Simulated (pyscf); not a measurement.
`[Cl][In]` [singlet] + `[OH][SiH3]` -> `[SiH3][O][InH][Cl]` (insertion; singlet surface; H–O broken, In–O, H–In formed). Single points on ωB97X-D3(BJ)/def2-SVP structures (PySCF, gas phase). Energies in eV from the separated reactants.

```
level                   barrier  reaction energy
----------------------  -------  ---------------
PBE/def2-TZVP              1.89            +0.55
r²SCAN/def2-TZVP           1.88            +0.29
B3LYP-D3(BJ)/def2-TZVP     2.17            +0.55
M06-2X/def2-TZVP           2.18            +0.29
ωB97M-D3(BJ)/def2-TZVP     2.25            +0.38
HF/def2-TZVP               2.99            +0.47
```

The functionals in the table span 0.37 eV in this barrier, from r²SCAN to ωB97M-D3(BJ)/def2-TZVP. On the reactant side the descent ends in a bound adduct (not fully relaxed), 0.44 eV under the separated species and 2.63 eV under the saddle at ωB97X-D3(BJ)/def2-TZVP. This is the saddle that the search found; another between the same sides may lie lower. Elements past Kr carry the def2 core potentials, without spin-orbit coupling.
